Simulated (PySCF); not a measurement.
## Cu²⁺ (copper, charge +2) across methods

[Ar] 3d8 4p1, one real determinant (an excited configuration). All numbers are calculated (PySCF 2.14, the non-relativistic Hamiltonian (point nucleus), in def2-QZVPPD (11s6p5d4f2g, 100 functions)).

| method | E (hartree) | mean ε 3d α (eV) | mean ε 3d β (eV) | mean ε 4p α (eV) | Σ⟨r²⟩ (bohr²) | ⟨S²⟩ |
| --- | --- | --- | --- | --- | --- | --- |
| revPBE | -1638.819 | -39.237 | -37.238 | -18.616 | 20.78 | 3.750 |
| UHF | -1637.59935 | -51.558 | -48.646 | -21.017 | 21.07 | 3.752 |
| r2SCAN | -1638.929 | -39.846 | -37.888 | -18.797 | 20.66 | 3.751 |
| LDA | -1636.092 | -39.640 | -37.419 | -18.703 | 20.67 | 3.750 |
| BHandHLYP | -1638.934 | -45.808 | -43.499 | -19.962 | 20.79 | 3.751 |
| CAM-B3LYP | -1639.028 | -44.016 | -41.937 | -20.571 | 20.74 | 3.751 |
| PBE | -1638.658 | -39.324 | -37.309 | -18.645 | 20.76 | 3.750 |
| PW91 | -1639.053 | -39.423 | -37.444 | -18.714 | 20.73 | 3.750 |

Question: Estimate the same row for PBE0.

Answer: E (hartree) = -1638.703; mean ε 3d α (eV) = -42.610; mean ε 3d β (eV) = -40.395; mean ε 4p α (eV) = -19.369; Σ⟨r²⟩ (bohr²) = 20.76; ⟨S²⟩ = 3.751.

⟨L²⟩ = 14.01 against 20 for a pure G term, so this real determinant mixes terms.
